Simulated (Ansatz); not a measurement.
C$_{2}$H$_{4}$F$_{2}$Si$_{2}$, SMILES `F[SiH](F)C#C[SiH3]`. Total charge 0; spin multiplicity 1.

```csv
atom,x (Å),y (Å),z (Å)
F1,1.300,-2.438,1.790
Si2,1.847,-1.258,0.889
F3,2.668,-1.906,-0.299
C4,0.449,-0.334,0.209
C5,-0.471,0.329,-0.225
Si6,-1.865,1.315,-0.886
H7,2.749,-0.422,1.693
H8,-2.724,0.432,-1.710
H9,-2.637,1.866,0.253
H10,-1.315,2.416,-1.713
```

(1) List the harmonic frequencies (cm⁻¹, unscaled) at PBE0-D4/def2-TZVP in Ansatz. (Best estimate.)

Answers

(1) Computed: 8, 68, 83, 217, 236, 302, 384, 387, 490, 675, 676, 813, 834, 838, 897, 931, 939, 939, 974, 2247, 2252, 2255, 2256, 2316.
